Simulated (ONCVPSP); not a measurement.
# Building the ONCV potential for tellurium (Te) (LDA (Perdew-Zunger), scalar-relativistic).

The input file (ONCVPSP 4.0.1):

```
# ATOM AND REFERENCE CONFIGURATION
# atsym  z   nc   nv     iexc    psfile
  Te 52.00    6    5        3      upf
#
#   n    l    f
    1    0    2.00
    2    0    2.00
    2    1    6.00
    3    0    2.00
    3    1    6.00
    3    2   10.00
    4    0    2.00
    4    1    6.00
    4    2   10.00
    5    0    1.00
    5    1    5.00
#
# PSEUDOPOTENTIAL AND OPTIMIZATION
# lmax
    2
#
#   l,   rc,      ep,       ncon, nbas, qcut
    0    1.00    0.00    4    7   10.80
    1    1.15    0.00    4    8   13.00
    2    1.35    0.00    4    9   14.00
#
# LOCAL POTENTIAL
# lloc, lpopt,  rc(5),   dvloc0
    4    5    0.75    3.00
#
# VANDERBILT-KLEINMAN-BYLANDER PROJECTORs
# l, nproj, debl
    0    2    0.70
    1    2    2.80
    2    2    0.70
#
# MODEL CORE CHARGE
# icmod, fcfact, rcfact
    1    0.65    0.00
#
# LOG DERIVATIVE ANALYSIS
# epsh1, epsh2, depsh
   -8.00    5.00    0.04
#
# OUTPUT GRID
# rlmax, drl
    6.00    0.01
#
# TEST CONFIGURATIONS
# ncnf
    4
# nvcnf
#   n    l    f
    5
    4    0    2.00
    4    1    6.00
    4    2   10.00
    5    0    2.00
    5    1    4.00
#
    5
    4    0    2.00
    4    1    6.00
    4    2   10.00
    5    0    2.00
    5    1    3.00
#
    5
    4    0    2.00
    4    1    6.00
    4    2   10.00
    5    0    2.00
    5    1    2.00
#
    5
    4    0    2.00
    4    1    6.00
    4    2   10.00
    5    0    2.00
    5    1    1.00
#
```

Command:

```bash
oncvpsp.x < Te.dat > Te.out
```

Output (shortened: citation, most of the input echo, consistency checks and plot data are left out):

```
ONCVPSP  (Optimized Norm-Conservinng Vanderbilt PSeudopotential)
scalar-relativistic version 4.0.1

#   n    l    f        energy (Ha)
    1    0    2.00    -1.1610905E+03
    2    0    2.00    -1.7813241E+02
    2    1    6.00    -1.6000508E+02
    3    0    2.00    -3.5472153E+01
    3    1    6.00    -2.9579188E+01
    3    2   10.00    -2.0642897E+01
    4    0    2.00    -6.0778929E+00
    4    1    6.00    -4.2474089E+00
    4    2   10.00    -1.5812511E+00
    5    0    1.00    -5.9236877E-01
    5    1    5.00    -2.4470968E-01

Reference configufation results
  iterations    24
  all-electron total energy (Ha)   -6.78850508D+03

Begin loop to  construct optimized pseudo wave functions
and semi-local pseudopoentials for all angular momenta

Calculating optimized projector #   1

 for l=   0

    Fraction of norm inside rc  0.832890
    Optimizing pswf for qcut=  10.79 a_B^-1,  ecut=  58.24 Ha
    Residual kinetic energy error=  1.63D-04 Ha

    Energy error per electron        Cutoff
         Ha          eV             Ha
         0.01000     0.27211       43.00
         0.00100     0.02721       51.63
         0.00010     0.00272       70.92
         0.00001     0.00027      127.85

Calculating optimized projector #   2

 for l=   0

    Fraction of norm inside rc  0.056766
    Optimizing pswf for qcut=  10.79 a_B^-1,  ecut=  58.24 Ha
    Residual kinetic energy error=  8.80D-05 Ha

    Energy error per electron        Cutoff
         Ha          eV             Ha
         0.01000     0.27211       38.36
         0.00100     0.02721       49.10
         0.00010     0.00272       58.03
         0.00001     0.00027       97.20

Calculating optimized projector #   1

 for l=   1

    Fraction of norm inside rc  0.874072
    Optimizing pswf for qcut=  13.00 a_B^-1,  ecut=  84.50 Ha
    Residual kinetic energy error=  2.75D-07 Ha

    Energy error per electron        Cutoff
         Ha          eV             Ha
         0.01000     0.27211       40.94
         0.00100     0.02721       55.74
         0.00010     0.00272       66.15
         0.00001     0.00027       73.93

Calculating optimized projector #   2

 for l=   1

    Fraction of norm inside rc  0.040945
    Optimizing pswf for qcut=  13.00 a_B^-1,  ecut=  84.50 Ha
    Residual kinetic energy error=  2.02D-07 Ha

    Energy error per electron        Cutoff
         Ha          eV             Ha
         0.01000     0.27211       17.93
         0.00100     0.02721       47.18
         0.00010     0.00272       61.59
         0.00001     0.00027       71.78

WARNING wellstate: negative energy specified for n= 5 l=  2
WARNING scattering state with energy  0.25000000
WARNING will be used for the first projector

   Wellstate for l =  2  n =  5
     eigenvalue =   0.2500
     asymptotic potential =   0.7500
     half-point radius =  5.0499

Calculating optimized projector #   1

 for l=   2

    Fraction of norm inside rc  0.848027
    Optimizing pswf for qcut=  14.00 a_B^-1,  ecut=  97.95 Ha
    Residual kinetic energy error=  4.50D-09 Ha

    Energy error per electron        Cutoff
         Ha          eV             Ha
         0.01000     0.27211       43.33
         0.00100     0.02721       55.17
         0.00010     0.00272       65.48
         0.00001     0.00027       74.46

Calculating optimized projector #   2

 for l=   2

    Fraction of norm inside rc  0.035928
    Optimizing pswf for qcut=  14.00 a_B^-1,  ecut=  97.95 Ha
    Residual kinetic energy error=  2.63D-10 Ha

    Energy error per electron        Cutoff
         Ha          eV             Ha
         0.01000     0.27211       30.74
         0.00100     0.02721       44.03
         0.00010     0.00272       55.98
         0.00001     0.00027       66.54

Construct Vanderbilt / Kleinmman-Bylander projectors

B matrix Hermiticity error, ll=   0
   1   2    1.3883E-03

  Orthonormal projector coefficients  3.1122E+01  3.4481E+00

B matrix Hermiticity error, ll=   1
   1   2    7.0366E-04

  Orthonormal projector coefficients  2.0073E+01  3.0183E+00

B matrix Hermiticity error, ll=   2
   1   2    2.1207E-04

  Orthonormal projector coefficients  7.5704E+00  1.0511E+00

Model core correction analysis
  based on d2Exc/dn_idn_j

d2excae - all-electron derivatives

   -3.369788D-02   -3.130969D-02   -2.514927D-02   -2.834781D-03
   -1.658644D-03
   -3.130975D-02   -2.984398D-02   -2.481780D-02   -2.839461D-03
   -1.555485D-03
   -2.514938D-02   -2.481787D-02   -2.227593D-02   -2.898216D-03
   -1.362149D-03
   -2.834811D-03   -2.839484D-03   -2.898244D-03   -9.725872D-04
   -3.734268D-04
   -1.658667D-03   -1.555502D-03   -1.362163D-03   -3.734284D-04
   -1.657346D-04

d2excps - pseudofunction derivatives with no core correction

   -4.061251D-02   -3.718826D-02   -2.955994D-02   -3.713509D-03
   -2.165895D-03
   -3.718840D-02   -3.470556D-02   -2.842270D-02   -3.628435D-03
   -1.998826D-03
   -2.956018D-02   -2.842282D-02   -2.488718D-02   -3.411802D-03
   -1.654466D-03
   -3.713578D-03   -3.628483D-03   -3.411836D-03   -1.090410D-03
   -4.439542D-04
   -2.165941D-03   -1.998857D-03   -1.654484D-03   -4.439558D-04
   -2.067225D-04

rms 2nd derivative error    2.944169E-03

Polynomial model core charge

d2excps - pseudofunction derivatives with core correction

   -3.432450D-02   -3.172389D-02   -2.618340D-02   -2.894698D-03
   -1.675587D-03
   -3.172395D-02   -2.990662D-02   -2.550265D-02   -2.911749D-03
   -1.565414D-03
   -2.618351D-02   -2.550270D-02   -2.304959D-02   -2.982456D-03
   -1.397669D-03
   -2.894727D-03   -2.911771D-03   -2.982484D-03   -9.785637D-04
   -3.772262D-04
   -1.675608D-03   -1.565429D-03   -1.397683D-03   -3.772277D-04
   -1.664100D-04

rms 2nd derivative error    4.219146E-04

Pseudoatom total energy -267.759566

Diagnostic tests using Vanderbilt-Kleinman-Bylander pseudopotentials
  1 or more projectors used as specified by nproj input data

   l    rcore       rmatch      e in        delta e   norm test  slope test

   0   1.0052299   1.0357509  -6.0778929  -0.0000446   1.0003092   1.0003332
   0   1.0052299   1.0357509  -0.5923688   0.0000420   1.0001563   1.0001466

   1   1.1535036   1.1885265  -4.2474089  -0.0000139   1.0002712   1.0002942
   1   1.1535036   1.1885265  -0.2447097   0.0000242   1.0001362   1.0001175

   2   1.3557027   1.3968647  -1.5812511   0.0000052   1.0001964   1.0002297
   2   1.3557027   1.3968647   0.2500000   0.0000501   1.0004165   1.0004165

 Testing for bound ghosts
   n   l    E NL Schr. Eq   E Basis Diag.   E Cutoff

   1   0       -6.077937       -6.077921    187.24
   2   0       -0.592327       -0.380729    187.24

   2   1       -4.247423       -4.247414    228.37
   3   1       -0.244686       -0.039426    228.37

   3   2       -1.581246       -1.581158    241.71

 Testing for highly-localized positive-energy ghosts
       l    <radius>/rc     E Basis Diag.   E Cutoff

       0        0.395213        7.662430    187.24  WARNING - GHOST(+)

Test configuration 0

   n   l     f        eae           eps        diff
   1   0  2.0000-1161.09045416
   2   0  2.0000 -178.13240988
   2   1  6.0000 -160.00508364
   3   0  2.0000  -35.47215277
   3   1  6.0000  -29.57918843
   3   2 10.0000  -20.64289688
   4   0  2.0000   -6.07789287   -6.07793747   -4.46D-05
   4   1  6.0000   -4.24740891   -4.24742282   -1.39D-05
   4   2 10.0000   -1.58125113   -1.58124593    5.20D-06
   5   0  1.0000   -0.59236877   -0.59232680    4.20D-05
   5   1  5.0000   -0.24470968   -0.24468553    2.42D-05

    Total energies and differences
      AE_ref= -6.78850508D+03  AE_tst= -6.78850508D+03  dif=  0.00D+00
      PS_ref= -2.67759566D+02  PS_tst= -2.67759566D+02  dif= -1.42D-12
      PSP excitation error=  1.42D-12

Test configuration 1

   n   l     f        eae           eps        diff
   1   0  2.0000-1161.03839923
   2   0  2.0000 -178.08094295
   2   1  6.0000 -159.95384989
   3   0  2.0000  -35.41996992
   3   1  6.0000  -29.52705875
   3   2 10.0000  -20.59082582
   4   0  2.0000   -6.02659920   -6.02666470   -6.55D-05
   4   1  6.0000   -4.19651660   -4.19653925   -2.26D-05
   4   2 10.0000   -1.53229217   -1.53229919   -7.01D-06
   5   0  2.0000   -0.56448819   -0.56444641    4.18D-05
   5   1  4.0000   -0.22479796   -0.22477434    2.36D-05

    Total energies and differences
      AE_ref= -6.78850508D+03  AE_tst= -6.78884878D+03  dif= -3.44D-01
      PS_ref= -2.67759566D+02  PS_tst= -2.68103267D+02  dif= -3.44D-01
      PSP excitation error= -5.04D-07

Test configuration 2

   n   l     f        eae           eps        diff
   1   0  2.0000-1161.37609888
   2   0  2.0000 -178.41691333
   2   1  6.0000 -160.29004046
   3   0  2.0000  -35.75527141
   3   1  6.0000  -29.86238083
   3   2 10.0000  -20.92612891
   4   0  2.0000   -6.36051604   -6.36060427   -8.82D-05
   4   1  6.0000   -4.53021574   -4.53025874   -4.30D-05
   4   2 10.0000   -1.86483202   -1.86482683    5.20D-06
   5   0  2.0000   -0.87226689   -0.87221665    5.02D-05
   5   1  3.0000   -0.51069043   -0.51065711    3.33D-05

    Total energies and differences
      AE_ref= -6.78850508D+03  AE_tst= -6.78848439D+03  dif=  2.07D-02
      PS_ref= -2.67759566D+02  PS_tst= -2.67738804D+02  dif=  2.08D-02
      PSP excitation error= -6.89D-05

Test configuration 3

   n   l     f        eae           eps        diff
   1   0  2.0000-1161.76623770
   2   0  2.0000 -178.80379874
   2   1  6.0000 -160.67732463
   3   0  2.0000  -36.14080393
   3   1  6.0000  -30.24794934
   3   2 10.0000  -21.31168020
   4   0  2.0000   -6.74310065   -6.74324123   -1.41D-04
   4   1  6.0000   -4.91232463   -4.91241811   -9.35D-05
   4   2 10.0000   -2.24471757   -2.24469785    1.97D-05
   5   0  2.0000   -1.21537343   -1.21532067    5.28D-05
   5   1  2.0000   -0.83025085   -0.83021289    3.80D-05

    Total energies and differences
      AE_ref= -6.78850508D+03  AE_tst= -6.78781652D+03  dif=  6.89D-01
      PS_ref= -2.67759566D+02  PS_tst= -2.67070797D+02  dif=  6.89D-01
      PSP excitation error= -2.10D-04

Test configuration 4

   n   l     f        eae           eps        diff
   1   0  2.0000-1162.20055770
   2   0  2.0000 -179.23316481
   2   1  6.0000 -161.10728774
   3   0  2.0000  -36.56801224
   3   1  6.0000  -30.67521074
   3   2 10.0000  -21.73893286
   4   0  2.0000   -7.16551728   -7.16574483   -2.28D-04
   4   1  6.0000   -5.33395584   -5.33413566   -1.80D-04
   4   2 10.0000   -2.66293676   -2.66290081    3.60D-05
   5   0  2.0000   -1.58535481   -1.58530878    4.60D-05
   5   1  1.0000   -1.17558459   -1.17555059    3.40D-05

    Total energies and differences
      AE_ref= -6.78850508D+03  AE_tst= -6.78681576D+03  dif=  1.69D+00
      PS_ref= -2.67759566D+02  PS_tst= -2.66069804D+02  dif=  1.69D+00
      PSP excitation error= -4.39D-04
```

The run took about 3 s on one core of a shared server CPU.
